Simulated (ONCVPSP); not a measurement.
## Before and after: ONCV potential for potassium (K)

- Element: potassium
- Generator: ONCVPSP 4.0.1
- Type: optimised norm-conserving Vanderbilt (ONCV)
- Functional: PBE
- Relativity: fully relativistic
- Frozen core: [Ne] 3s2
- Valence charge: 7
- Reference configuration: 3p6 4s1
- Partial waves: 4s: rc 3.35 bohr, ncon 4, nbas 8, qcut 1.6 1/bohr, 3 projectors, debl 2.2 Ha; 3p: rc 1.40 bohr, ncon 4, nbas 7, qcut 6 1/bohr, 1 projector; d scattering state at 0.26 Ha: rc 3.05 bohr, ncon 3, nbas 7, qcut 2.6 1/bohr, 2 projectors, debl 0.6 Ha
- Local potential: polynomial inside 1.20 bohr (lpopt 5, dvloc0 1 Ha)
- Core correction: none

Open shells are filled in proportion to 2j + 1.

All-electron outer shells of the reference configuration (PBE, scalar-relativistic, ld1.x):

```json
{"shell": "3s", "level (eV)": "-35.34", "outermost node (bohr)": "0.48", "outermost maximum (bohr)": "1.08"}
{"shell": "3p", "level (eV)": "-18.81", "outermost node (bohr)": "0.45", "outermost maximum (bohr)": "1.15"}
{"shell": "4s", "level (eV)": "-2.32", "outermost node (bohr)": "1.59", "outermost maximum (bohr)": "4.18"}
```

Change: s: qcut 2.2; p: qcut 8.4; d: qcut 3.7.

Cutoffs: the cutoffs (Ha) at which the residual kinetic energy of the hardest occupied pseudo-wave falls to 1 and 0.1 mHa per electron; they do not see the model core or the augmentation charge, which bear on the density cutoff. Errors are all-electron minus pseudo energies relative to the spin-unpolarised reference configuration.

**Question.** How do hardness, ghosts and transferability respond?

**Answer.** The potential gets neither clearly harder nor softer (11 Ha and 36 Ha → 19 Ha and 28 Ha); of the 4 tests that both files solve, the error grows in 1 and shrinks in 0 by more than 15 % and 0.3 meV (median size 7.8 → 8.2 meV); the range in which the d3/2 phases agree widens (upper end 1.1 → 2.2); neither file shows a bound ghost.

```csv
quantity,base,changed
"cutoff, loose",11 Ha,19 Ha
"cutoff, tight",36 Ha,28 Ha
loose cutoff by channel,"s 1.3 Ha, p 11 Ha","s 1.3 Ha, p 19 Ha"
bound ghosts,none,none
GHOST(+) flags under 300 eV,s at 44.6 eV,s at 46.2 eV
"error for 3p6 4s0, meV [ΔE 4.31 eV]",+11,+11
"error for 3p6 4s0.5, meV [ΔE 1.64 eV]",+1.7,+1.7
"error for 3p6 4s0 4p1, meV [ΔE 1.55 eV]",+5.0,+5.1
"error for 3p5 4s1, meV [ΔE 24.93 eV]",-109,-132
s: phases at 3.39 bohr within 0.05 rad from the reference energy up to (Ha; the scan ends near 5),1.5,1.5
p3/2: phases at 1.42 bohr within 0.05 rad from the reference energy up to (Ha; the scan ends near 5),3.2,3.4
p1/2: phases at 1.42 bohr within 0.05 rad from the reference energy up to (Ha; the scan ends near 5),3.2,3.4
d5/2: phases at 3.10 bohr within 0.05 rad from the reference energy up to (Ha; the scan ends near 5),1.2,2.2
d3/2: phases at 3.10 bohr within 0.05 rad from the reference energy up to (Ha; the scan ends near 5),1.1,2.2
```

Base: These tests converged, but a pseudo level misses the all-electron one widely, so the file describes the atom poorly there or has found another state: 3p6 4s0 4p1: empty 4s by 3.2 eV. Changed file: These tests converged, but a pseudo level misses the all-electron one widely, so the file describes the atom poorly there or has found another state: 3p6 4s0 4p1: empty 4s by 3.2 eV.
